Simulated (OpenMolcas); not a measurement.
# Tc3+: moving or changing the point charges

Tc3+ among 6 point charges of -1.7 e arranged as a tetragonal octahedron (D4h), 1.91 Å from the ion, with the axial distance 1.757 Å. The active orbitals were held to one l.
```
   1.9100    0.0000    0.0000  -1.70
   0.0000    1.9100    0.0000  -1.70
  -1.9100    0.0000    0.0000  -1.70
   0.0000   -1.9100    0.0000  -1.70
   0.0000    0.0000    1.7572  -1.70
   0.0000    0.0000   -1.7572  -1.70
```

* Program: OpenMolcas 26.06
* Method: CASSCF
* Basis: ANO-RCC-VDZP [6s5p3d1f]
* Scalar Hamiltonian: DKH2, point nucleus
* Active space: 4 electrons in 5 orbitals (4d)
* State averaging: 2S+1 = 5 even, 5 roots; 2S+1 = 3 even, 45 roots; 2S+1 = 1 even, 50 roots
* Spin-orbit coupling: state interaction with AMFI integrals over the reference wave functions

Runs around this geometry, states (labels of D4, the rotations of D4h). Energies in cm-1 above the lowest state or level, χT in cm3 K/mol.

```csv
R (Å),Axial / equatorial distance,Ground state,First state of that spin,First gap with spin-orbit (degeneracies),χT at 300 K,First state of another spin
1.8,0.92,5A1,5B1 8385,"94.5 (1, 2)",2.638,3A2 3309
1.91,0.92,5A1,5B1 7168,"54.9 (1, 2)",2.750,3A2 7329
2.01,0.92,5A1,5B1 6228,"48.5 (1, 2)",2.721,3A2 10017
1.91,0.99,5A1,5B1 777.7,"71.6 (1, 2)",2.636,3A2 7548
```

Taking the first state of the same spin as R^-n, n = -ln(6228 / 8385) / ln(2.01 / 1.8) = 2.7 between the shortest and longest distance.

Without dynamic correlation the repulsion within the d shell is too large (B by tens of per cent), so at a given field states of lower spin stand too high. This shell can be high or low spin here, a state of another spin lies low, and with metal d orbitals alone active their balance is uncertain, so the ground spin may be wrong. Point charges give a weaker field than real ligands, and real ions of this kind are as a rule low spin; the high spin found here belongs to the model. Point charges carry no covalency, so the field is a model and not that of real ligands. No measured value stands beside these numbers.
